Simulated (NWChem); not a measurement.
A series in which one site is exchanged, each optimised at PBE0/def2-SVP with NWChem, gas phase unless a solvent is named. Low-valent species are run as closed-shell singlets; no triplet was tried in these runs. For some, no frequency run checked for a minimum. def2 effective core potentials on Pb; no spin-orbit coupling.

A: [CH]F (CHF; site = C)
B: [F][GeH] (GeHF; site = Ge)
C: [F][PbH] (PbHF; site = Pb)
D: F[SiH] (SiHF; site = Si)

| quantity | A | B | C | D |
|---|---|---|---|---|
| dipole (D), PBE0/def2-SVP | [?] | 1.76 | 3.60 | 1.03 |
| vertical ionisation energy, ΔSCF, PBE/def2-SVP (eV) | [?] | 9.59 | 9.17 | 9.42 |
| vertical ionisation energy, ΔSCF, CAM-B3LYP/def2-SVP (eV) | [?] | 9.86 | 9.47 | 9.64 |
| static polarisability, CAM-B3LYP/def2-SVPD (bohr³) | [?] | 32.9 | 43.3 | 31.2 |
| lowest singlet excitation, CAM-B3LYP/def2-SVPD, TDA (eV) | [?] | 3.05 | 2.93 | 3.07 |

Problem. Some entries are withheld; supply them.

Solution. 
- dipole (D), PBE0/def2-SVP, A: 1.52
- vertical ionisation energy, ΔSCF, PBE/def2-SVP (eV), A: 10.11
- vertical ionisation energy, ΔSCF, CAM-B3LYP/def2-SVP (eV), A: 10.42
- static polarisability, CAM-B3LYP/def2-SVPD (bohr³), A: 15.7
- lowest singlet excitation, CAM-B3LYP/def2-SVPD, TDA (eV), A: 2.37
